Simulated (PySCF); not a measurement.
Job file and geometry (Å, from PBE0-D3(BJ)/def2-SVP) of a spin–spin coupling run on SMILES C1C[CH2][GeH2][CH2]1, C₄H₁₀Ge, B3LYP/pcJ-1 Ge:pcSseg-1 indirect spin-spin coupling, non-relativistic, gas phase (PySCF 2.14.0, density-fitted response routines); density fitting, a coarse starting grid and PySCF grid level 2 are the driver's defaults:

```
$ OMP_NUM_THREADS=1 python probes_run.py task.json out

{"job": {"kind": "j", "xc": "B3LYP", "basis": "pcJ-1"}, "charge": 0, "multiplicity": 1}
C     -0.697383     0.608425     0.925602
C     -1.132709    -0.640391     0.152088
C      0.106235    -1.411177    -0.319870
Ge     1.365704     0.026463    -0.813593
C      0.290222     1.420846     0.078961
H     -1.570155     1.211096     1.227810
H     -0.203376     0.290835     1.861753
H     -1.725144    -0.325055    -0.725907
H     -1.800240    -1.271462     0.762378
H      0.544210    -1.993424     0.507142
H     -0.108228    -2.112719    -1.138413
H      2.771688    -0.161109    -0.208871
H      1.503112     0.242758    -2.334077
H     -0.240290     2.003660    -0.691476
H      0.887524     2.127213     0.672644
```

Q: Write the output of this run.

A: 
```
coarse grid: 52856 points
cycle   1  E = -2235.1954133379  dE = -3.954e-01  |g| = 1.002e+00  |ddm| = 3.084e+00
cycle   2  E = -2235.1015235788  dE =  9.389e-02  |g| = 1.159e+00  |ddm| = 1.211e+00
cycle   3  E = -2235.2909839810  dE = -1.895e-01  |g| = 1.381e-01  |ddm| = 8.536e-01
cycle   4  E = -2235.2954075879  dE = -4.424e-03  |g| = 5.390e-02  |ddm| = 1.547e-01
cycle   5  E = -2235.2959645777  dE = -5.570e-04  |g| = 6.860e-03  |ddm| = 4.390e-02
cycle   6  E = -2235.2959744020  dE = -9.824e-06  |g| = 8.518e-04  |ddm| = 8.787e-03
final grid: 111592 points
cycle   7  E = -2235.2959685896  dE = -1.108e-07  |g| = 8.857e-04  |ddm| = 2.830e-03
cycle   8  E = -2235.2959685466  dE =  4.299e-08  |g| = 1.223e-03  |ddm| = 2.173e-03
cycle   9  E = -2235.2959687724  dE = -2.258e-07  |g| = 1.090e-04  |ddm| = 9.670e-04
cycle  10  E = -2235.2959687757  dE = -3.312e-09  |g| = 1.839e-05  |ddm| = 1.567e-04
cycle  11  E = -2235.2959687758  dE = -7.731e-11  |g| = 4.562e-06  |ddm| = 1.943e-05
converged SCF energy = -2235.2959687758

Indirect spin-spin couplings (Hz)
  i      j    bonds     total        FC       PSO       DSO        SD
  0 C    1 C    1     35.642    35.914    -0.527     0.255         -
  0 C    2 C    2      1.785     1.957    -0.240     0.068         -
  0 C    4 C    1     34.000    34.218    -0.504     0.286         -
  0 C    5 H    1    137.010   135.204     0.873     0.933         -
  0 C    6 H    1    129.928   127.979     0.925     1.024         -
  0 C    7 H    2     -4.028    -4.122     0.057     0.036         -
  0 C    8 H    2     -0.852    -0.907     0.105    -0.050         -
  0 C    9 H    3      0.401     0.338     0.017     0.046         -
  0 C   10 H    3     11.159    11.158     0.381    -0.380         -
  0 C   11 H    3      0.487     0.836     0.116    -0.465         -
  0 C   12 H    3      3.469     3.941     0.216    -0.689         -
  0 C   13 H    2     -3.244    -3.395     0.114     0.037         -
  0 C   14 H    2     -1.853    -2.016     0.180    -0.018         -
  1 C    2 C    1     33.997    34.217    -0.506     0.286         -
  1 C    4 C    2      1.785     1.957    -0.240     0.068         -
  1 C    5 H    2     -0.863    -0.917     0.104    -0.050         -
  1 C    6 H    2     -4.029    -4.122     0.057     0.036         -
  1 C    7 H    1    129.925   127.975     0.925     1.024         -
  1 C    8 H    1    137.028   135.223     0.873     0.933         -
  1 C    9 H    2     -3.257    -3.409     0.114     0.038         -
  1 C   10 H    2     -1.850    -2.012     0.180    -0.018         -
  1 C   11 H    3      3.493     3.966     0.217    -0.689         -
  1 C   12 H    3      0.478     0.826     0.116    -0.464         -
  1 C   13 H    3      0.390     0.328     0.018     0.045         -
  1 C   14 H    3     11.144    11.143     0.381    -0.380         -
  2 C    4 C    2      4.444     4.536    -0.089    -0.003         -
  2 C    5 H    3     10.618    10.573     0.395    -0.350         -
  2 C    6 H    3      2.772     2.605    -0.009     0.176         -
  2 C    7 H    2     -2.609    -2.818     0.096     0.113         -
  2 C    8 H    2     -2.159    -2.355     0.184     0.013         -
  2 C    9 H    1    134.722   132.247     1.277     1.198         -
  2 C   10 H    1    142.699   140.366     1.187     1.147         -
  2 C   11 H    2      7.066     7.644     0.053    -0.631         -
  2 C   12 H    2      7.676     8.265     0.060    -0.649         -
  2 C   13 H    3     -0.396    -0.296     0.174    -0.275         -
  2 C   14 H    3      2.398     2.591     0.270    -0.463         -
  4 C    5 H    2     -2.159    -2.355     0.183     0.013         -
  4 C    6 H    2     -2.606    -2.815     0.096     0.113         -
  4 C    7 H    3      2.766     2.600    -0.009     0.175         -
  4 C    8 H    3     10.617    10.572     0.395    -0.350         -
  4 C    9 H    3     -0.400    -0.300     0.173    -0.273         -
  4 C   10 H    3      2.409     2.602     0.270    -0.464         -
  4 C   11 H    2      7.674     8.262     0.060    -0.648         -
  4 C   12 H    2      7.053     7.631     0.054    -0.631         -
  4 C   13 H    1    134.817   132.344     1.276     1.197         -
  4 C   14 H    1    142.682   140.348     1.188     1.147         -
  5 H    6 H    2    -14.353   -14.806     2.109    -1.657         -
  5 H    7 H    3      5.011     4.831     0.174     0.006         -
  5 H    8 H    3      1.979     1.892     0.362    -0.275         -
  5 H    9 H    4     -0.399    -0.454     1.465    -1.411         -
  5 H   10 H    4      1.571     1.578     1.676    -1.683         -
  5 H   11 H    4     -0.671     0.185     1.225    -2.081         -
  5 H   12 H    4      1.612     2.502     1.097    -1.987         -
  5 H   13 H    3      8.603     8.293     0.028     0.281         -
  5 H   14 H    3      1.233     1.012     0.858    -0.638         -
  6 H    7 H    3     15.894    15.737     2.596    -2.438         -
  6 H    8 H    3      5.012     4.833     0.174     0.006         -
  6 H   10 H    4     -0.349    -0.341     1.581    -1.589         -
  6 H   11 H    4     -0.513    -0.134    -0.070    -0.308         -
  6 H   12 H    4     -2.073    -0.156     1.236    -3.153         -
  6 H   13 H    3     15.751    15.529     2.522    -2.300         -
  6 H   14 H    3      7.789     7.385    -0.068     0.473         -
  7 H    8 H    2    -14.364   -14.816     2.108    -1.655         -
  7 H    9 H    3     15.778    15.556     2.523    -2.301         -
  7 H   10 H    3      7.753     7.350    -0.065     0.469         -
  7 H   11 H    4     -2.072    -0.154     1.236    -3.154         -
  7 H   12 H    4     -0.511    -0.134    -0.072    -0.305         -
  7 H   14 H    4     -0.350    -0.341     1.582    -1.590         -
  8 H    9 H    3      8.586     8.276     0.030     0.279         -
  8 H   10 H    3      1.240     1.019     0.855    -0.634         -
  8 H   11 H    4      1.619     2.510     1.098    -1.988         -
  8 H   12 H    4     -0.670     0.185     1.225    -2.080         -
  8 H   13 H    4     -0.401    -0.456     1.465    -1.411         -
  8 H   14 H    4      1.569     1.576     1.676    -1.682         -
  9 H   10 H    2    -14.078   -15.146     2.447    -1.379         -
  9 H   11 H    3      4.271     4.372    -0.265     0.164         -
  9 H   12 H    3      4.249     6.400     1.352    -3.503         -
  9 H   13 H    4     -0.892    -0.339     1.516    -2.069         -
  9 H   14 H    4     -0.307     0.116     0.889    -1.313         -
 10 H   11 H    3      0.439     1.951     0.999    -2.511         -
 10 H   12 H    3      2.193     2.449    -0.052    -0.203         -
 10 H   13 H    4     -0.308     0.117     0.894    -1.319         -
 10 H   14 H    4     -1.195    -0.458     1.569    -2.306         -
 11 H   12 H    2     18.462    21.552     1.018    -4.107         -
 11 H   13 H    3      4.237     6.384     1.350    -3.497         -
 11 H   14 H    3      2.210     2.462    -0.055    -0.197         -
 12 H   13 H    3      4.268     4.370    -0.263     0.162         -
 12 H   14 H    3      0.449     1.965     1.001    -2.516         -
 13 H   14 H    2    -14.071   -15.139     2.448    -1.381         -
```

Size and cost of the density-fitted run: 249 basis functions, 52 s wall time on 1 thread of an Arm Neoverse V2, shared host; peak memory 1.1 GiB.
